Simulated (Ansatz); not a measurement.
`OCB[SiH2]F`, relaxed with RKS PBE-D4/def2-SVP in Ansatz from a rough embedded geometry. The force threshold is 0.03 eV/Å; the program also tests the step.

Charge 0, multiplicity 1.

Start:

```xyz
11

O     0.793    0.789    1.993
C     0.856   -0.192    1.054
B     0.482    0.405   -0.349
Si   -0.964   -0.270   -1.492
F    -2.411   -0.165   -0.559
H    -0.232    0.883    2.265
H     0.200   -1.041    1.260
H     1.894   -0.534    0.988
H     1.146    1.368   -0.788
H    -1.065    0.464   -2.679
H    -0.700   -1.707   -1.692
```

| step | energy (eV) | largest force (eV/Å) | largest move (Å) |
| --- | --- | --- | --- |
| 1 | -14432.8740 | 4.318 | 0.000 |
| 2 | -14433.4147 | 1.800 | 0.177 |
| 3 | -14433.5093 | 0.411 | 0.103 |
| 4 | -14433.5270 | 0.138 | 0.080 |
| 5 | -14433.5406 | 0.571 | 0.186 |
| 6 | -14433.5549 | 0.548 | 0.149 |
| 7 | -14433.5687 | 0.452 | 0.200 |
| 8 | -14433.5901 | 0.250 | 0.109 |
| 9 | -14433.6144 | 0.229 | 0.131 |
| 10 | -14433.6556 | 0.455 | 0.195 |
| 11 | -14433.6993 | 0.686 | 0.199 |
| 13 | -14433.7566 | 0.451 | 0.200 |
| 15 | -14433.7991 | 0.256 | 0.062 |
| 17 (rejected) | -14433.8052 | 0.669 | 0.117 |
| 19 | -14433.8138 | 0.421 | 0.097 |
| 21 | -14433.8309 | 0.559 | 0.171 |
| 23 | -14433.8685 | 0.192 | 0.119 |
| 25 | -14433.9343 | 0.664 | 0.195 |
| 27 (rejected) | -14433.9233 | 0.943 | 0.068 |
| 29 | -14433.9798 | 0.169 | 0.100 |
| 31 | -14433.9839 | 0.048 | 0.012 |
| 32 | -14433.9844 | 0.027 | 0.015 |

End:

```xyz
11

O     0.834    0.723    2.307
C     0.202    0.155    1.258
B     0.399    0.435   -0.209
Si   -0.830   -0.476   -1.500
F    -1.769   -1.532   -0.630
H     1.356    1.479    1.968
H    -0.526   -0.601    1.614
H     0.978   -0.634    0.479
H     1.260    1.242   -0.529
H    -1.756    0.499   -2.184
H    -0.150   -1.289   -2.573
```

It took 33 s on 4 threads of an Arm Neoverse V2 on a shared host, with 0.18 GiB of host memory at the peak.
